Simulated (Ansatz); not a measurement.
cyclo-(H2GeS)2 (Ge₂H₄S₂), relaxed as a singlet with RKS PBE0-D4/def2-SVP in Ansatz, starting from the GFN2-xTB geometry. Force threshold 0.02 eV/Å.

Start:

```xyz
8

Ge   -0.503    0.241    1.377
H    -0.806    1.609    1.975
H    -0.798   -0.838    2.410
S     1.579    0.103    0.559
Ge    0.503   -0.242   -1.377
H     0.797    0.840   -2.408
H     0.807   -1.607   -1.979
S    -1.579   -0.106   -0.558
```

(1) Estimate the energy that the relaxation releases and the steps that it takes.

(2) Does the start keep its bonding and symmetry?

(3) Predict the relaxed structure.

Results:

(1) 0.01 eV, in 3 steps; 8.5 s on 2 threads of AMD EPYC 7R13 on a shared host. No frequencies were taken in this run, so the end may be a saddle point.

(2) By distances, no bond broke or formed. The bond that changes most is Ge1–H3, from 1.52 to 1.54 Å (atoms count from 1). Point group D2h at the start, D2h at the end, both within 0.05 Å.

(3) 
```tsv
atom	x (Å)	y (Å)	z (Å)
Ge1	-0.503	0.241	1.375
H2	-0.801	1.633	1.956
H3	-0.792	-0.867	2.401
S4	1.584	0.104	0.561
Ge5	0.503	-0.241	-1.374
H6	0.791	0.869	-2.398
H7	0.802	-1.631	-1.959
S8	-1.584	-0.107	-0.560
```
Bond lengths: 4 × Ge–S 2.24 Å; 4 × Ge–H 1.54 Å.
